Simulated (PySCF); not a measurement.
Correlation energy of Cd(38+) (cadmium, charge +38)

Starting occupation: [Ne]. Computed with PySCF 2.14 in an even-tempered Gaussian basis (17 s from 17 bohr⁻², ratio 2.4; 12 p from 23 bohr⁻², ratio 2.4; 5 d from 87 bohr⁻², ratio 2.6; 4 f from 130 bohr⁻², ratio 2.6), with X2C-1e with screened-nucleus spin-orbit coupling, Gaussian nucleus. Frozen: nothing; 10 electrons correlated; the 32 highest virtual spinors left out.

MP2 pair energies summed by pair of shells (mhartree):

```json
{"pair": "2p1/2-2p3/2", "energy": "-100.09", "share (%)": "25.1"}
{"pair": "2p3/2-2p3/2", "energy": "-94.72", "share (%)": "23.8"}
{"pair": "2p3/2-2s1/2", "energy": "-46.40", "share (%)": "11.7"}
{"pair": "1s1/2-1s1/2", "energy": "-43.32", "share (%)": "10.9"}
{"pair": "1s1/2-2p3/2", "energy": "-28.22", "share (%)": "7.1"}
{"pair": "2p1/2-2s1/2", "energy": "-23.82", "share (%)": "6.0"}
{"pair": "2p1/2-2p1/2", "energy": "-23.09", "share (%)": "5.8"}
{"pair": "1s1/2-2p1/2", "energy": "-15.96", "share (%)": "4.0"}
{"pair": "2s1/2-2s1/2", "energy": "-12.15", "share (%)": "3.1"}
{"pair": "1s1/2-2s1/2", "energy": "-10.51", "share (%)": "2.6"}
```

Total MP2 correlation energy: -398.28 mhartree.

At this charge the one-electron X2C treatment keeps the bare 1/r₁₂, with no two-electron picture change or Breit term. That inflates the 1s pair energies well beyond their four-component values.
